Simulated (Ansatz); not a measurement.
Compare A (`C[C](O)([AlH2])[SiH3]`) with its isomer B (`CO[CH2][AlH][SiH3]`).

Computed with Ansatz on PBE0-D4/def2-TZVP structures; ΔE is electronic, products minus reactants. CCSD(T)/CBS is the MP2 limit (def2-TZVPP, def2-QZVPP) plus CCSD(T) − MP2 in def2-TZVPP, frozen cores. DFT in def2-TZVPP. B3LYP here is the variant with VWN-RPA as its local correlation; programs differ in this. Each species was taken in one conformer, which may not be the lowest.

Q: Which isomer does CCSD(T)/CBS put lower? Give the gap. (Estimate.)

A: Computed: A, by 28.2 kJ/mol.

Q: Give E(B) − E(A) in kJ/mol with B3LYP-D4, ωB97M-V, CCSD(T)/def2-TZVPP, B3LYP, PBE-D4, CCSD/def2-TZVPP, r2SCAN-D4. (An estimate is asked.)

A: Computed: B3LYP-D4 20.1, ωB97M-V 30.8, CCSD(T)/def2-TZVPP 23.7, B3LYP 12.8, PBE-D4 13.5, CCSD/def2-TZVPP 21.9, r2SCAN-D4 19.5. None reverses the order clearly.

Largest T1 diagnostic: 0.012.

In def2-TZVPP, CCSD(T) changes the Hartree–Fock value by +10.6 kJ/mol (the triples alone add +1.7 kJ/mol) and MP2 by +23.3 kJ/mol. From PBE to PBE0 (25 % exact exchange), in def2-TZVPP and without D4, E(B) − E(A) moves by +3.2 kJ/mol.
